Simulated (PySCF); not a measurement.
**Structure revision by computed shifts**

A compound C5H12OSi gives the data below (simulated from a calculation) and was assigned the structure `CC[SiH2]C(=O)CC`.

$^{13}$C{$^{1}$H} NMR (computed): δ 208.7 (CH), 52.8 (CH), 31.3 (CH), 27.8 (CH3), 23.8 (CH3).

$^{1}$H NMR (400 MHz, computed): δ 9.92 (d, 1H), 3.92 (d, 3H), 2.10 (m, 1H), 1.88 (m, 1H), 1.07 (d, 3H), 1.05 (d, 3H).

- PBE0/pcSseg-1 with gauge-including orbitals
- geometry from GFN2-xTB
- run in PySCF
- single conformer, fast rotation and ring inversion assumed for equivalent nuclei, no solvent, relativity neglected

Shifts are taken against calculated references (same method and geometry level): $^{1}$H and $^{13}$C vs TMS.

Question: Compare with the shifts computed for the proposed structure, pairing carbons in order of shift.

Answer: Numbering as in the mapped SMILES `[CH3:1][CH2:2][SiH2:3][C:4](=[O:5])[CH2:6][CH3:7]` (H(Xn): hydrogen on atom n).

```json
{"atom": "C4", "computed for proposal": "247.5", "given list": "208.7", "difference": "+38.8"}
{"atom": "C6", "computed for proposal": "51.0", "given list": "52.8", "difference": "-1.8"}
{"atom": "C1", "computed for proposal": "10.7", "given list": "31.3", "difference": "-20.6"}
{"atom": "C7", "computed for proposal": "8.2", "given list": "27.8", "difference": "-19.6"}
{"atom": "C2", "computed for proposal": "3.8", "given list": "23.8", "difference": "-20.0"}
```

The rms difference is 23.3 ppm and the largest +38.8 ppm at C4 (carbonyl carbon). The carbon types in order of shift don't match either: C, CH2, CH3, CH3, CH2 for the proposal against CH, CH, CH, CH3, CH3 in the data. The proposal doesn't fit.

Question: Which isomer fits?

Answer: SMILES CC(C)[C@H]([SiH3])C=O.

Carbon types of the structure: 3 × CH, 2 × CH3, leaving 3 H on heteroatoms. δC 208.7: aldehyde carbonyl carbon; the double bond to the heteroatom, with no lone-pair donor beside it, deshields it most. δC 52.8: sp3 CH bonded to Si, α to a carbonyl; α to the electron-withdrawing carbonyl group. δH 9.92: hydrogen on an aldehyde carbonyl carbon; the C=O anisotropy and electron withdrawal place aldehyde protons far downfield. δH 1.07, 1.05: hydrogen on a methyl carbon; far from electronegative atoms and π systems.

The shifts were computed for this structure.

Shifts are as computed. Against solution values, carbons near 30 ppm lie about +3 ppm off and those near 130 ppm about +5 ppm. Of 1211 compounds with measured shifts, 218 miss one by over three times the rms of a fit or turn the order of signals round; such compounds aren't used in these exercises. No couplings were computed; multiplicities are counted from neighbouring protons, with m where these are inequivalent, close in shift, in a saturated or five-membered ring or joined by F or P, and br s for small geminal =CH2 splittings.
